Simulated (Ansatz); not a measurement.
Basis-set extrapolation for CH6S2Si2 (`[SiH3][SiH]1CSS1`) (PBE0-D4/def2-TZVP geometry, frozen core, Ansatz). Multiplicity 1, RHF reference.

```tsv
	def2-TZVPP	def2-QZVPP
HF	-1414.356383	-1414.398313
MP2 correlation	-0.760507	-0.822124
CCSD(T) correlation	-0.869033	not run
```

Energies in hartree. Use E(X) = E(∞) + A·exp(−7.88·√X) for Hartree–Fock and E(X) = E(∞) + B·X^(−2.97) for correlation, with X = 3 and 4, and add CCSD(T) minus MP2 of the smaller set to the MP2 limit.

**Question.** What is the CCSD(T) energy at the basis-set limit?

**Answer.** HF limit: -1414.398313 + (-0.041930) × 0.13774 = -1414.40409. MP2 limit: -0.822124 + (-0.061617) × 0.74074 = -0.86777. Higher-order term: -0.869033 − (-0.760507) = -0.10853. Total: -1415.38039 hartree, 406.9 kJ/mol below CCSD(T)/def2-TZVPP.
